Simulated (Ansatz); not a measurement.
Geometry optimisation, RKS B3LYP-D4/def2-SVP in Ansatz.

Input file:

```yaml
crystal:
  periodic: [false, false, false]
  atoms:
    - { symbol: S, position_ang: [-0.5434, -1.1505, 0.5933] }
    - { symbol: Ge, position_ang: [-0.5614, 0.5903, -0.8496] }
    - { symbol: H, position_ang: [0.774, -1.2484, 0.5086] }
    - { symbol: H, position_ang: [0.3863, 1.7484, -0.2725] }
basis:
  gaussian: { orbitals: def2-SVP }
hamiltonian:
  xc: b3lyp
  dispersion: d4
relax:
  f_tol: 0.02
  max_steps: 50
output:
  orbitals: {}
```

Command:

```bash
$ ansatz run input.yaml --threads 1 --pin off --max-ram 2048MiB --backend cpu --events-out ev --progress --plain --runs-dir out
```

Where does it end, and by what steps?

The forces met the threshold. After 6 steps the energy has fallen by 0.587 eV; H4 moved furthest, 0.41 Å.

```
step  energy less start (eV)  largest force component (eV/Å)  accepted
   0                  0.0000                           1.067       yes
   1                 -0.2991                           0.672       yes
   2                 -0.4245                           1.197       yes
   3                 -0.5420                           0.734       yes
   4                 -0.5364                           0.303        no
   5                 -0.5866                           0.092       yes
   6                 -0.5872                           0.014       yes
```

```xyz
4
Properties=species:S:1:pos:R:3
S -0.445 -1.218 0.273
Ge -0.849 0.751 -0.750
H 0.784 -0.974 0.786
H 0.566 1.381 -0.330
```

Whether the end is a true minimum wasn't checked by a vibrational analysis.

Time of the run: 7 s on 1 thread of Intel(R) Xeon(R) 6975P-C (Granite Rapids), on a shared host, peak memory 0.13 GiB.
